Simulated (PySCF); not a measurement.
BeCl (SMILES [Be][Cl]), doublet, at a GFN2-xTB geometry (such geometries of metal compounds can be far from the true shape) (the spin is typed, not shown lowest); R2SCAN/aug-cc-pVDZ run with PySCF.

Input for PySCF:
```python
from pyscf import gto, scf, dft

mol = gto.M(
    atom='''
Be   -0.000000   -0.000000   -1.438327
Cl    0.000000    0.000000    0.338430
''',
    basis='aug-cc-pvdz',
    charge=0,
    spin=1,
    verbose=5,
)

mf = dft.UKS(mol)
mf.xc = 'r2scan'
mf.kernel()
mf.analyze()
```

It wrote (shortened):

```
PySCF version 2.14.0

[INPUT] verbose = 5
[INPUT] max_memory = 4000
[INPUT] num. atoms = 2
[INPUT] num. electrons = 21
[INPUT] charge = 0
[INPUT] spin (= nelec alpha-beta = 2S) = 1
[INPUT] symmetry False subgroup None
[INPUT] Mole.unit = angstrom
[INPUT] Symbol           X                Y                Z      unit          X                Y                Z       unit  Magmom
[...]
[INPUT] ---------------- BASIS SET ----------------
[INPUT] l, kappa, [nprim/nctr], expnt,             c_1 c_2 ...
[INPUT] Cl
[...]
                                19170             0.00187095 -0.000521836 0.000158298
                                4363              0.00970827 -0.00276513 0.000833639
                                1236              0.0393153 -0.0111537 0.0033988
                                403.6             0.125932 -0.0385919 0.0116738
                                145.7             0.299341 -0.0994848 0.0309622
                                56.81             0.421886 -0.201392 0.0629533
                                23.23             0.237201 -0.130313 0.0460257
                                6.644             0.0191531 0.509443 -0.219312
                                2.575             -0.00334792 0.610725 -0.408773
                                0.5371            0.000929883 0.0421549 0.638465
[...]
                                98.33             0.0398332 -0.0107796
                                31.04             0.164655 -0.0470075
                                11.19             0.387322 -0.11103
                                4.249             0.457072 -0.153275
                                1.624             0.151636 0.0894609
                                0.5322            0.00181615 0.579444
[...]
[INPUT] Be
[...]
                                441.2             0.005236 -0.000966
                                100.5             0.026606 -0.004831
                                28.43             0.099993 -0.019314
                                9.169             0.269702 -0.05328
                                3.196             0.451469 -0.120723
                                1.159             0.295074 -0.133435
                                0.1811            0.012587 0.530767
[...]
                                0.711             0.169365
                                0.1951            0.513458
[...]
nuclear repulsion = 20.2526571402617
number of shells = 16
number of NR pGTOs = 85
number of NR cGTOs = 50
basis = aug-cc-pvdz
ecp = {}

******** <class 'pyscf.dft.uks.UKS'> ********
method = UKS
initial guess = minao
damping factor = 0
level_shift factor = 0
DIIS = <class 'pyscf.scf.diis.CDIIS'>
diis_start_cycle = 1
diis_space = 8
diis_damp = 0
SCF conv_tol = 1e-09
SCF conv_tol_grad = None
SCF max_cycles = 50
direct_scf = True
direct_scf_tol = 1e-13
number electrons alpha = 11  beta = 10
XC library pyscf.dft.libxc version 7.1.2
    S. Lehtola, C. Steigemann, M. J. T. Oliveira, and M. A. L. Marques,  SoftwareX 7, 1–5 (2018)
XC functionals = r2scan
    J. W. Furness, A. D. Kaplan, J. Ning, J. P. Perdew, and J. Sun,  J. Phys. Chem. Lett. 11, 8208–8215 (2020)
    J. W. Furness, A. D. Kaplan, J. Ning, J. P. Perdew, and J. Sun,  J. Phys. Chem. Lett. 11, 9248–9248 (2020)
    J. W. Furness, A. D. Kaplan, J. Ning, J. P. Perdew, and J. Sun,  J. Phys. Chem. Lett. 11, 8208–8215 (2020)
    J. W. Furness, A. D. Kaplan, J. Ning, J. P. Perdew, and J. Sun,  J. Phys. Chem. Lett. 11, 9248–9248 (2020)
radial grids:
    Treutler-Ahlrichs [JCP 102, 346 (1995); DOI:10.1063/1.469408] (M4) radial grids

becke partition: Becke, JCP 88, 2547 (1988); DOI:10.1063/1.454033
pruning grids: <function nwchem_prune>
grids dens level: 3
symmetrized grids: False
atomic radii adjust function: <function treutler_atomic_radii_adjust>
small_rho_cutoff = 0
Set gradient conv threshold to 3.16228e-05
atom Be rad-grids = 75, ang-grids = [ 50  50  50  50  50  50  50  50  50  50  50  50  50  50  50  50  50  50
[...]
converged SCF energy = -474.921575031857  <S^2> = 0.75211652  2S+1 = 2.0021154
Total Energy =                        -474.921575031857401
[...]
1 Cl 5s         -0.00000  -0.00000   0.00000   0.11268  -0.41792
1 Cl 2px        -0.00000   0.00006  -0.00038   0.00000  -0.00000
1 Cl 2py         0.00000  -0.00038  -0.00006  -0.00000   0.00000
1 Cl 2pz         0.00000   0.00000  -0.00000  -0.00085  -0.00035
1 Cl 3px         0.00000  -0.00034   0.00199  -0.00000  -0.00000
1 Cl 3py         0.00000   0.00199   0.00034  -0.00000   0.00000
1 Cl 3pz         0.00000  -0.00000   0.00000   0.01236  -0.03017
1 Cl 4px        -0.00000   0.02741  -0.16183   0.00000  -0.00000
1 Cl 4py         0.00000  -0.16183  -0.02741   0.00000   0.00000
1 Cl 4pz         0.00000   0.00000  -0.00000  -0.19337  -0.28481
1 Cl 5px         0.00000  -0.00073   0.00431  -0.00000   0.00000
1 Cl 5py         0.00000   0.00431   0.00073  -0.00000   0.00000
1 Cl 5pz        -0.00000   0.00000   0.00000   0.05694   0.27261
1 Cl 3dxy       -0.00000   0.00000   0.00000   0.00000  -0.00000
1 Cl 3dyz        0.00000  -0.39851  -0.06750   0.00000   0.00000
1 Cl 3dz^2      -0.00000  -0.00000  -0.00000  -0.34838   0.33047
1 Cl 3dxz       -0.00000   0.06750  -0.39851   0.00000  -0.00000
1 Cl 3dx2-y2     0.48358   0.00000  -0.00000  -0.00000  -0.00000
1 Cl 4dxy        0.00000  -0.00000   0.00000  -0.00000   0.00000
1 Cl 4dyz       -0.00000   0.84670   0.14343  -0.00000  -0.00000
1 Cl 4dz^2       0.00000   0.00000  -0.00000   0.83253   0.17042
1 Cl 4dxz        0.00000  -0.14343   0.84670  -0.00000   0.00000
1 Cl 4dx2-y2    -0.87143  -0.00000   0.00000   0.00000   0.00000

To work with the spin densities directly, `use mulliken_meta_spin()` only printing them here.

 ** Mulliken spin pop alpha/beta on meta-lowdin orthogonal AOs **
 ** Mulliken Spin Density (per AO)  **
spin_pop of  0 Be 1s        0.00002
spin_pop of  0 Be 2s        0.78124
spin_pop of  0 Be 3s        0.00149
spin_pop of  0 Be 4s        0.00053
spin_pop of  0 Be 2px       0.00652
spin_pop of  0 Be 2py       0.00652
spin_pop of  0 Be 2pz       0.08926
spin_pop of  0 Be 3px       0.00034
spin_pop of  0 Be 3py       0.00034
spin_pop of  0 Be 3pz       0.00198
spin_pop of  0 Be 4px       0.00003
spin_pop of  0 Be 4py       0.00003
spin_pop of  0 Be 4pz       0.00003
spin_pop of  0 Be 3dxy     -0.00000
spin_pop of  0 Be 3dyz     -0.00043
spin_pop of  0 Be 3dz^2     0.01171
spin_pop of  0 Be 3dxz     -0.00043
spin_pop of  0 Be 3dx2-y2    0.00000
spin_pop of  0 Be 4dxy     -0.00000
spin_pop of  0 Be 4dyz      0.00008
spin_pop of  0 Be 4dz^2     0.00017
spin_pop of  0 Be 4dxz      0.00008
spin_pop of  0 Be 4dx2-y2    0.00000
spin_pop of  1 Cl 1s        0.00000
spin_pop of  1 Cl 2s        0.00000
spin_pop of  1 Cl 3s        0.02825
spin_pop of  1 Cl 4s        0.02180
spin_pop of  1 Cl 5s        0.00026
spin_pop of  1 Cl 2px      -0.00000
spin_pop of  1 Cl 2py      -0.00000
spin_pop of  1 Cl 2pz       0.00000
spin_pop of  1 Cl 3px      -0.00773
spin_pop of  1 Cl 3py      -0.00773
spin_pop of  1 Cl 3pz       0.04834
spin_pop of  1 Cl 4px       0.00031
spin_pop of  1 Cl 4py       0.00031
spin_pop of  1 Cl 4pz       0.00195
spin_pop of  1 Cl 5px      -0.00003
spin_pop of  1 Cl 5py      -0.00003
spin_pop of  1 Cl 5pz       0.00855
spin_pop of  1 Cl 3dxy     -0.00000
spin_pop of  1 Cl 3dyz      0.00050
spin_pop of  1 Cl 3dz^2     0.00413
spin_pop of  1 Cl 3dxz      0.00050
spin_pop of  1 Cl 3dx2-y2   -0.00000
spin_pop of  1 Cl 4dxy      0.00000
spin_pop of  1 Cl 4dyz      0.00042
spin_pop of  1 Cl 4dz^2     0.00028
spin_pop of  1 Cl 4dxz      0.00042
spin_pop of  1 Cl 4dx2-y2    0.00000
 ** Mulliken Spin Density (per atom)  **
spin density of  0 Be =      0.89952
spin density of  1 Cl =      0.10048
 ** Mulliken pop alpha/beta on meta-lowdin orthogonal AOs **
 ** Mulliken pop       alpha | beta **
In total            11.00000 | 10.00000
 ** Mulliken atomic charges   ( Nelec_alpha | Nelec_beta ) **
charge of  0Be =      0.76358  (     2.06797      1.16845 )
charge of  1Cl =     -0.76358  (     8.93203      8.83155 )
Dipole moment(X, Y, Z, Debye): -0.00000, -0.00000, -0.78307
```
